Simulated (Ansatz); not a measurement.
A structure relaxed at PBE0-D4/def2-TZVP, charge 0, multiplicity 1:

```
atom   x (Å)   y (Å)   z (Å)
  F1  -0.775   1.696   1.072
  C2  -1.099   0.480   0.510
  C3  -0.737   0.470  -0.965
  C4   0.726   0.026  -1.044
  F5   0.868  -1.039  -1.859
  F6   1.522   1.006  -1.536
  C7   1.154  -0.340   0.392
  F8   1.992  -1.400   0.450
  C9  -0.171  -0.579   1.105
 F10  -0.662  -1.800   0.784
 F11  -0.073  -0.512   2.440
 H12  -2.147   0.264   0.723
 H13  -0.883   1.451  -1.415
 H14  -1.345  -0.260  -1.500
 H15   1.631   0.536   0.842
```

Give its formula and SMILES.

C5H4F6, `F[C@H]1CC(F)(F)[C@H](F)C1(F)F`.

Point group (tolerance 0.08 Å, 0.16 Å for H)?

C1.

Summarise the bond lengths by kind.

6 × C–F 1.340 to 1.378 Å; 5 × C–C 1.519 to 1.542 Å; 4 × C–H 1.089 to 1.094 Å.

Results of the Gaussian-basis code of Ansatz.
